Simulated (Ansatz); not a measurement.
`[CH3][Sb]([OH])[TeH]` + `N[AsH2]` → `N[AsH][TeH]` + `[CH3][SbH][OH]` at 500 K and 1 bar (ligand exchange at a Te–Sb bond).

Computed with Ansatz on PBE0-D4/def2-TZVP structures; ΔE is electronic, products minus reactants. CCSD(T)/CBS is the MP2 limit (def2-TZVPP, def2-QZVPP) plus CCSD(T) − MP2 in def2-TZVPP, frozen cores. def2 core potentials past Kr. For As, Sb, Te outer-core shells are correlated without core-valence functions, which leaves a few kJ/mol of doubt a bond. Scalar relativity is left out up to krypton. Each species was taken in one conformer, which may not be the lowest.

| species | CCSD(T)/CBS energy (Eh) | H − E (kJ/mol) | S (J/(mol·K)) |
| --- | --- | --- | --- |
| `[CH3][Sb]([OH])[TeH]` | -624.02250 | 197.1 | 449.5 |
| `N[AsH2]` | -2292.09958 | 135.7 | 301.1 |
| `N[AsH][TeH]` | -2559.85306 | 146.2 | 383.4 |
| `[CH3][SbH][OH]` | -356.25469 | 184.8 | 367.9 |

H − E and S are ideal-gas, rigid-rotor, harmonic terms from PBE0-D4/def2-TZVP, for one conformer and one mirror image of each species. 1 Eh = 2625.50 kJ/mol, R = 8.31446 J/(mol·K).

Q: By hand: ΔE, ΔH, ΔS and ΔG.

A: ΔE = (-2559.85306) + (-356.25469) − (-624.02250) − (-2292.09958) = 0.01433 Eh = 37.6 kJ/mol. Δ(H − E) = 146.2 + 184.8 − 197.1 − 135.7 = -1.8, so ΔH = 35.8 kJ/mol. ΔS = 383.4 + 367.9 − 449.5 − 301.1 = 0.7 J/(mol·K). ΔG = 35.8 − 500 × (0.7)/1000 = 35.4 kJ/mol.

Q: By hand: the equilibrium constant, and the temperature at which ΔG would vanish if ΔH and ΔS stayed fixed.

A: log₁₀ K = −ΔG/(RT ln 10) = -3.7. ΔG = 0 at ΔH/ΔS = 51143 K, far beyond where these terms or the molecules hold.

The number of gas molecules stays the same, so ΔS is small and ΔH decides. A doubt of 5 kJ/mol in ΔE shifts log₁₀ K by 0.5 here. Other conformers and mirror images would add mixing entropy, several J/(mol·K) or more a flexible species. These are equilibria of isolated gas molecules and say nothing of rates. Largest T1 diagnostic: 0.013 (customary marks: 0.02 for closed shells, 0.045 for open ones).
